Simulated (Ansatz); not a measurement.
Ansatz (an electronic-structure program) input:

Ansatz 0.2 input:
```yaml
crystal:
  periodic: [false, false, false]
  atoms:
    - {symbol: F, position_ang: [-0.42920222, -1.61669651, -1.28328212]}
    - {symbol: Ge, position_ang: [-0.06960915, -0.55528171, 0.02247165]}
    - {symbol: F, position_ang: [0.03032214, -1.56522449, 1.41205100]}
    - {symbol: Br, position_ang: [-1.78637462, 0.91000957, 0.28717884]}
    - {symbol: Br, position_ang: [1.95258644, 0.41588483, -0.34083634]}
basis:
  gaussian:
    orbitals: 6-31G
magnetization: {spin_polarized: false}
correlation: {method: ccsd_t, electrons: outside_noble_gas}
```

**Question.** Predict the final energy.

**Answer.** -7418.49841 Eh (CCSD(T)/6-31G). The basis has 99 functions.
